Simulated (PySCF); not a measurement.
C11H11ClO2.
SMILES with atom numbers: `[CH3:1][C@@H:2]([Cl:3])[C:4]1=[CH:5][C@:6]2([O:7][CH:8]=[O:9])[CH:10]=[CH:11][C@H:12]1[CH:13]=[CH:14]2` (hydrogens: H15, H16, H17 on C1; H18 on C2; H19 on C5; H20 on C8; H21 on C10; H22 on C11; H23 on C12; H24 on C13; H25 on C14)

Cartesian coordinates in Å at the PBE0-D3(BJ)/def2-SVP level; atoms count from 1:
```
atom  x, y, z in Å
C1    -4.4026   -0.8536    1.0909
C2    -3.9783    0.5953    1.1362
Cl3   -4.8417    1.4342    2.5087
C4    -2.5190    0.8318    1.2945
C5    -1.5576   -0.0821    1.4246
C6    -0.1655    0.5413    1.5487
O7     0.8822   -0.3936    1.7728
C8     1.1022   -1.3362    0.8571
O9     0.4917   -1.4911   -0.1598
C10   -0.2409    1.4858    2.7456
C11   -1.2017    2.3963    2.6198
C12   -1.9763    2.2681    1.3091
C13   -0.9386    2.3316    0.1886
C14    0.0234    1.4220    0.3120
H15   -3.9504   -1.3471    0.2171
H16   -5.4952   -0.9310    1.0119
H17   -4.0832   -1.3811    2.0006
H18   -4.3371    1.1280    0.2411
H19   -1.6837   -1.1632    1.4366
H20    1.9542   -1.9646    1.1905
H21    0.4485    1.3527    3.5793
H22   -1.4498    3.1632    3.3533
H23   -2.7758    3.0111    1.2128
H24   -1.0118    3.0656   -0.6146
H25    0.8687    1.2696   -0.3586
```

Computed, not measured: TDDFT CAM-B3LYP/def2-SVPD, vertical, gas phase, core orbitals frozen in the response in PySCF 2.14.0, density-fitted response routines.

Kohn–Sham orbitals with the atoms that hold most of them (Löwdin shares over 4%, at most four atoms; ? is withheld):

```csv
orbital,ε (eV),atoms
HOMO-3,-9.87,"Cl3 75%, C2 11%, H18 5%"
HOMO-2,-9.34,"C10 19%, C11 19%, C14 12%, C13 11%"
HOMO-1,-9.22,?
HOMO,-7.82,?
LUMO,?,"C5 19%, Cl3 18%, C4 16%, C2 9%"
LUMO+1,0.55,"C11 17%, C10 16%, C13 14%, C14 14%"
LUMO+2,0.88,"C8 38%, O9 29%, O7 17%, H20 9%"
```

Task: Which atoms hold the HOMO, and with what shares?

Result: C5 (bonded to 2 C and H) 16%; C4 (bonded to 3 C) 15%; C10 (bonded to 2 C and H) 15%; C14 (bonded to 2 C and H) 15%.

Task: Give the leading atoms of the HOMO-1.

Result: C4 (bonded to 3 C) 15%; C5 (bonded to 2 C and H) 15%; C14 (bonded to 2 C and H) 12%; C13 (bonded to 2 C and H) 12%.

Task: What is the LUMO energy, and the HOMO–LUMO gap?

Result: ε(LUMO) = 0.34 eV; the gap is 8.16 eV (0.2998 hartree).

Task: How does S1 compare with the orbital gap of 8.16 eV?

Result: S1 is at 5.10 eV (f = 0.017), 3.06 eV below the gap, made of HOMO→LUMO (94%). Without the coupling terms of the response equations the lowest excitation would equal the gap.

Task: One configuration dominates each of S1 and S2. Which, and how do the shares of the two leading atoms of either orbital change from the occupied to the empty one?

Result: 
- S1 (5.10 eV, f 0.017), HOMO→LUMO (94%): C5 16% → 19%, C4 15% → 16%, Cl3 at most 15% → 18%
- S2 (5.17 eV, f 0.0003), HOMO→LUMO+1 (98%): C5 16% → at most 15%, C4 15% → at most 15%, C11 at most 15% → 17%, C10 15% → 16%

One conformer stands for the species.
